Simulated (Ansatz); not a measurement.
Program: Ansatz. Geometries: PBE0-D4/def2-TZVP. ΔE: electronic, gas phase. CCSD(T)/CBS adds triple-zeta CCSD(T) − MP2 to the extrapolated MP2 energy (def2 sets, frozen cores). DFT in def2-TZVPP. One conformer a species, not always the lowest.

`CCBC[SiH3]` + `NCS` → `CCSCN` + `BC[SiH3]`  (substitution at a C–B bond)

```
         level  ΔE (kJ/mol)
       ωB97M-V         34.4
MP2/def2-TZVPP         30.1
```

What does CCSD(T)/CBS give? (Best estimate.)

Computed: +32.6 kJ/mol. The listed levels differ from it by 1.8, -2.5 kJ/mol.

Largest T1 diagnostic among the species: 0.011.

The D4 term adds −3.2 kJ/mol with B3LYP and −1.5 kJ/mol with PBE0; it sums over pairs of atoms, weighted by their polarisabilities, and B3LYP, whose exchange is more repulsive, gets the larger term.

CCSD(T)/CBS has its own doubt, a few kJ/mol and more with outer-core shells, so smaller differences from it don't rank the levels.

B3LYP here is the variant with VWN-RPA as its local correlation; programs differ in this.
